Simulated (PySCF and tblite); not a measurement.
Values are calculated unless marked as measured or tabulated.
System: C4H11NSi, numbered as in [CH3:1][N:2]1[CH2:3][CH2:4][SiH2:5][CH2:6]1.

For the inversion of the 5-membered ring (2–3–4–5–6): electronic barrier 8.47 kcal/mol, zero-point change 0.00 kcal/mol, thermal and entropy terms at 200 K a further 0.17 kcal/mol (symmetry numbers apart). The minimum is C1, the saddle C1. The path came from a restrained scan, a climbing-image band and a saddle search at GFN2-xTB; energies are PBE0/pcSseg-1 + D3(BJ)//GFN2-xTB, thermal terms GFN2-xTB. Rate constants are transition-state-theory values, counting equivalent paths, without tunnelling. Programs: tblite and PySCF.

Q: How many equivalent paths lead out of the minimum?

A: 1: the symmetry number of the minimum is 1, that of the saddle displaced along its mode 1.

Q: Work out the rate at 200 K.

A: ΔG‡ = 8.64 kcal/mol; k_B T/h = 4.2×10¹² s⁻¹; exp(−ΔG‡/RT) = 3.6×10⁻¹⁰; times 1 gives k = 1490 s⁻¹. Wigner's tunnelling factor for the 102i cm⁻¹ mode would be 1.02.
